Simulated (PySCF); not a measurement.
## Molecular orbitals of NaGe⁺

UHF at R = 3.238 Å; PySCF, no relativity, basis sets Na def2-SVPD, Ge def2-SVPD. State: ³Π (triplet), unpaired electrons σ ↑, π ↑. Only the outer orbitals are listed, counted within each symmetry.

| spin | orbital | occ. | ε (eV) | on Na (%) | main shells (%) |
| --- | --- | --- | --- | --- | --- |
| α | 10σ | 1 | -21.68 | 2 | 98 Ge s |
| α | 11σ | 1 | -12.79 | 8 | 90 Ge p |
| α | 5π | 1 | -12.33 | 1 | 98 Ge p |
| α | 5π | 0 | -4.53 | 14 | 85 Ge p, 13 Na p |
| α | 12σ | 0 | -4.02 | 95 | 84 Na s, 11 Na p |
| α | 6π | 0 | -2.53 | 97 | 97 Na p |
| β | 10σ | 1 | -17.65 | 1 | 98 Ge s |
| β | 11σ | 0 | -4.37 | 87 | 87 Na s, 15 Ge p |
| β | 5π | 0 | -3.86 | 22 | 77 Ge p, 22 Na p |
| β | 5π | 0 | -3.03 | 61 | 60 Na p, 39 Ge p |

Q: Which are the highest filled and the lowest empty level, where do they sit, and how wide is the gap?

A: Highest filled α 5π at -12.33 eV (in %: 98 Ge p); lowest empty α 5π at -4.53 eV (in %: 85 Ge p, 13 Na p); the gap at UHF is 7.80 eV. Both belong to one degenerate shell, split only by its one-sided filling, so this is no excitation gap.

```json
{
  "bond order (Mayer)": "0.21",
  "⟨S²⟩": "2.011",
  "charge on Na (Mulliken, basis-dependent)": "0.89",
  "charge on Na (Löwdin, basis-dependent)": "0.68",
  "dipole moment (positive dipole points towards Ge; it is taken about the centre of mass and depends on that origin)": "-9.18 D",
  "polarisability along the bond": "51.4 bohr³",
  "polarisability across the bond": "36.8 bohr³"
}
```

Spin–orbit coupling is left out. The state is the lowest determinant that a PBE0 search found; another state may lie lower at other levels.
